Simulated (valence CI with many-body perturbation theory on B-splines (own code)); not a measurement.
**E1 transitions of Pb⁶⁶⁺**

Method: relativistic CI+MBPT: six valence electrons over a frozen Dirac-Fock core [Ne], radial functions for each j: 9 s, 9 p, 8 d, 6 f, 3 g, 1 h, with the one-electron correlation potential Σ1 (screened to all orders), the two-electron term Σ2, the three-electron term Σ3, Breit, model QED; selected single and double excitations, second order for the rest, scaled by the run's own slope (own B-spline code, finite nucleus).

The last digits are not significant, and no measured levels were compared; by estimate large intervals hold to a few tenths of a per cent, small ones and those within an open d or f shell to about a per cent. Among the levels kept, up to 1200 cm⁻¹ of a level comes from second order outside the variational space, and about a tenth of that is noise between levels of different J, which matters for small intervals.

Lines 101 to 132 of 132 in falling wavelength, among levels below 74.449 Ry, chosen from the strongest by gf and those to the six lowest levels. Wavelengths and rates use the calculated energies. Electric multipoles are in the length gauge with retardation, E1 and E2 with the static RPA response of the core. Weak lines are less certain than strong ones. Lines between different terms over intervals too small for the method are left out, as are lines whose strength nearly cancels. The highest levels of a list are the least certain.

Levels are named by their leading jj configuration (3d3/2^4 stands for four electrons in 3d with j = 3/2), which in mixed levels can hold well under half, so a name can repeat and another be missing. Letters in brackets count levels of one name in rising energy.

| λ vac (nm) | Upper | Lower | A (s⁻¹) | S (a.u.) |
| --- | --- | --- | --- | --- |
| 2.864 | (3s^2 3p1/2^2 3d5/2^2) J=0 | (3s^2 3p1/2^2 3p3/2 3d5/2) J=1 | 1.12e+12 | 1.29e-02 |
| 2.850 | (3s^2 3p1/2^2 3d5/2^2) J=4 | (3s^2 3p1/2^2 3p3/2 3d5/2) J=4 | 2.36e+11 | 2.43e-02 |
| 2.840 | (3s^2 3p1/2 3p3/2^2 3d5/2) J=2 [b] | (3s^2 3p1/2 3p3/2^3) J=1 | 6.78e+11 | 3.84e-02 |
| 2.837 | (3s^2 3p1/2^2 3d5/2^2) J=2 | (3s^2 3p1/2^2 3p3/2 3d5/2) J=2 | 6.40e+11 | 3.60e-02 |
| 2.831 | (3s^2 3p1/2^2 3d3/2 3d5/2) J=1 | (3s^2 3p1/2^2 3p3/2 3d3/2) J=2 | 3.45e+10 | 1.16e-03 |
| 2.787 | (3s^2 3p1/2^2 3p3/2 3d5/2) J=1 | (3s^2 3p1/2^2 3p3/2^2) J=2 | 7.47e+10 | 2.39e-03 |
| 2.684 | (3s^2 3p1/2 3p3/2^2 3d5/2) J=2 [b] | (3s^2 3p1/2^2 3d3/2^2) J=2 | 6.62e+07 | 3.16e-06 |
| 2.220 | (3s^2 3p1/2^2 3d5/2^2) J=4 | (3s^2 3p1/2^2 3p3/2 3d3/2) J=3 | 2.09e+09 | 1.02e-04 |
| 2.177 | (3s^2 3p1/2^2 3d5/2^2) J=2 | (3s^2 3p1/2^2 3p3/2 3d3/2) J=3 | 1.15e+09 | 2.92e-05 |
| 2.176 | (3s^2 3p1/2^2 3d5/2^2) J=2 | (3s^2 3p1/2^2 3p3/2 3d3/2) J=1 | 2.63e+09 | 6.69e-05 |
| 2.138 | (3s^2 3p1/2^2 3d5/2^2) J=2 | (3s^2 3p1/2^2 3p3/2 3d3/2) J=2 | 1.26e+09 | 3.05e-05 |
| 2.068 | (3s^2 3p1/2^2 3d5/2^2) J=0 | (3s^2 3p1/2^2 3p3/2 3d3/2) J=1 | 3.65e+08 | 1.59e-06 |
| 1.570 | (3s 3p1/2^2 3p3/2^3) J=1 | (3s^2 3p1/2^2 3p3/2^2) J=0 | 6.17e+11 | 3.54e-03 |
| 1.568 | (3s 3p1/2^2 3p3/2^3) J=2 | (3s^2 3p1/2^2 3p3/2^2) J=2 | 1.93e+12 | 1.84e-02 |
| 1.527 | (3s^2 3p1/2 3p3/2^2 3d3/2) J=1 [a] | (3s^2 3p1/2^2 3p3/2^2) J=0 | 3.63e+11 | 1.91e-03 |
| 1.526 | (3s 3p1/2^2 3p3/2^3) J=1 | (3s^2 3p1/2^2 3p3/2^2) J=2 | 1.26e+12 | 6.65e-03 |
| 1.493 | (3s^2 3p1/2 3p3/2^2 3d3/2) J=2 [a] | (3s^2 3p1/2^2 3p3/2^2) J=2 | 4.64e+09 | 3.81e-05 |
| 1.485 | (3s^2 3p1/2 3p3/2^2 3d3/2) J=1 [a] | (3s^2 3p1/2^2 3p3/2^2) J=2 | 5.92e+11 | 2.87e-03 |
| 1.477 | (3s^2 3p1/2 3p3/2^2 3d3/2) J=3 [a] | (3s^2 3p1/2^2 3p3/2^2) J=2 | 1.07e+11 | 1.19e-03 |
| 1.435 | (3s^2 3p1/2 3p3/2^2 3d3/2) J=2 [b] | (3s^2 3p1/2^2 3p3/2^2) J=2 | 5.17e+11 | 3.77e-03 |
| 1.419 | (3s^2 3p1/2 3p3/2^2 3d3/2) J=1 [b] | (3s^2 3p1/2^2 3p3/2^2) J=0 | 1.11e+11 | 4.69e-04 |
| 1.410 | (3s^2 3p1/2 3p3/2^2 3d3/2) J=3 [b] | (3s^2 3p1/2^2 3p3/2^2) J=2 | 6.32e+12 | 6.12e-02 |
| 1.397 | (3s^2 3p1/2 3p3/2^2 3d3/2) J=1 [c] | (3s^2 3p1/2^2 3p3/2^2) J=0 | 9.05e+12 | 3.65e-02 |
| 1.395 | (3s^2 3p1/2 3p3/2^2 3d3/2) J=2 [c] | (3s^2 3p1/2^2 3p3/2^2) J=2 | 9.44e+12 | 6.32e-02 |
| 1.383 | (3s^2 3p1/2 3p3/2^2 3d3/2) J=1 [b] | (3s^2 3p1/2^2 3p3/2^2) J=2 | 1.02e+13 | 4.00e-02 |
| 1.362 | (3s^2 3p1/2 3p3/2^2 3d3/2) J=1 [c] | (3s^2 3p1/2^2 3p3/2^2) J=2 | 3.47e+12 | 1.30e-02 |
| 1.297 | (3s^2 3p1/2 3p3/2^2 3d5/2) J=1 | (3s^2 3p1/2^2 3p3/2^2) J=0 | 2.18e+10 | 7.04e-05 |
| 1.292 | (3s^2 3p1/2 3p3/2^2 3d5/2) J=3 [a] | (3s^2 3p1/2^2 3p3/2^2) J=2 | 8.02e+09 | 5.98e-05 |
| 1.267 | (3s^2 3p1/2 3p3/2^2 3d5/2) J=1 | (3s^2 3p1/2^2 3p3/2^2) J=2 | 4.10e+07 | 1.23e-07 |
| 1.241 | (3s^2 3p1/2 3p3/2^2 3d5/2) J=2 [a] | (3s^2 3p1/2^2 3p3/2^2) J=2 | 4.83e+08 | 2.28e-06 |
| 1.232 | (3s^2 3p1/2 3p3/2^2 3d5/2) J=3 [b] | (3s^2 3p1/2^2 3p3/2^2) J=2 | 3.00e+07 | 1.94e-07 |
| 1.227 | (3s^2 3p1/2 3p3/2^2 3d5/2) J=2 [b] | (3s^2 3p1/2^2 3p3/2^2) J=2 | 1.05e+10 | 4.80e-05 |
